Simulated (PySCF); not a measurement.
Electron affinity of Pt by level of theory

Pt⁻ [Xe] 4f14 5d9 6s2 (2D) → Pt [Xe] 4f14 5d9 6s1 (3D), as a difference of total energies. Calculation: PySCF 2.14, in def2-QZVPPD with the def2 core potential (60 electrons) (7s5p4d4f2g, 88 functions); scalar relativity through the core potential. Correlated levels: valence: 5s2 5p6 frozen; valence and next inner shell: nothing frozen outside the core potential. The calculations carry no spin-orbit coupling.

```json
{"method": "UHF", "electron affinity (eV)": "0.348", "difference from reference (eV)": "-1.777"}
{"method": "LDA", "electron affinity (eV)": "2.328", "difference from reference (eV)": "+0.203"}
{"method": "PBE", "electron affinity (eV)": "2.006", "difference from reference (eV)": "-0.119"}
{"method": "PBE0", "electron affinity (eV)": "1.742", "difference from reference (eV)": "-0.383"}
{"method": "r2SCAN", "electron affinity (eV)": "1.903", "difference from reference (eV)": "-0.222"}
{"method": "PBEsol", "electron affinity (eV)": "2.041", "difference from reference (eV)": "-0.084"}
{"method": "TPSSh", "electron affinity (eV)": "1.768", "difference from reference (eV)": "-0.357"}
{"method": "PW91", "electron affinity (eV)": "2.053", "difference from reference (eV)": "-0.072"}
{"method": "B3LYP", "electron affinity (eV)": "1.970", "difference from reference (eV)": "-0.155"}
{"method": "MP2 (valence)", "electron affinity (eV)": "1.901", "difference from reference (eV)": "-0.224"}
{"method": "SCS-MP2 (valence)", "electron affinity (eV)": "1.918", "difference from reference (eV)": "-0.207"}
{"method": "MP2 (valence and next inner shell)", "electron affinity (eV)": "2.026", "difference from reference (eV)": "-0.099"}
{"method": "SCS-MP2 (valence and next inner shell)", "electron affinity (eV)": "1.995", "difference from reference (eV)": "-0.130"}
```

Reference: 2.125 eV (measured; photodetachment measurements, as compiled on the Wikipedia data page of electron affinities).

The reference lies between the lowest fine-structure levels, while these numbers refer to the centres of the terms.

Errors of the correlated levels include the incompleteness of this basis and the frozen core.

In the anion the highest occupied orbital energy is positive at LDA, PBE, PBE0, r2SCAN, PBEsol, TPSSh, PW91, B3LYP, a self-interaction effect; the basis confines that electron, and the energy difference can still be sensible.
